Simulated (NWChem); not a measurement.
System: MgGeH4; SMILES [GeH3][MgH]

Program: NWChem. Structure relaxed at the PBE0/def2-SVP level. Ions are spin-unrestricted doublets at the neutral geometry; other ion states weren't tried.

### Question
Predict the results for PBE/def2-SVP. Quantities: vertical ionisation energy, ΔSCF (eV); −ε(HOMO) (eV).

### Answer
| Item | Result |
|---|---|
| vertical ionisation energy, ΔSCF (eV) | 8.67 |
| −ε(HOMO) (eV) | 5.81 |
